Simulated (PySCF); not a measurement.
2 TiH₃ → TiH₂ + TiH₄

Level: PBE0 in the def2-TZVP basis family, all electrons, no relativity, computed in PySCF with density fitting; open shells unrestricted.

```json
{"species": "TiH₃", "state and structure": "doublet, C3v, Ti–H 1.730 Å (×3); H–Ti–H 118.3° (×3)", "E (Eh)": "-850.93455", "ZPE (kJ/mol)": "39.1", "H(298 K) − H(0) (kJ/mol)": "12.1", "S° (J/(mol K))": "237.1"}
{"species": "TiH₂", "state and structure": "triplet, C2v, Ti–H 1.757 Å (×2); H–Ti–H 122.2°", "E (Eh)": "-850.34086", "ZPE (kJ/mol)": "22.5", "H(298 K) − H(0) (kJ/mol)": "10.4", "S° (J/(mol K))": "227.1"}
{"species": "TiH₄", "state and structure": "singlet, Td, Ti–H 1.693 Å (×4)", "E (Eh)": "-851.52217", "ZPE (kJ/mol)": "58.5", "H(298 K) − H(0) (kJ/mol)": "12.5", "S° (J/(mol K))": "223.2"}
```

Q: What is the electronic reaction energy?

A: At PBE0/def2-TZVP, ΔE = 15.9 kJ/mol from the differences of the total energies times 2625.5, uphill. The bond broken in TiH₃ is stronger than the one that a second molecule gains.

Q: Add zero-point, thermal and entropy terms for 298.15 K and 1 bar.

A: ΔZPE = 2.8 and Δ[H(298) − H(0)] = -1.3 kJ/mol give ΔH° = 17.4 kJ/mol. ΔS° = -23.9 J/(mol K), so ΔG° = 17.4 − 298.15 × (-0.0239) = 25 kJ/mol and log₁₀K = -4.3.

Open d or f shells are single determinants, so the state found may not be the ground state. Only the bonding shown was studied: isomers, or loss of a ligand pair, can lie lower.
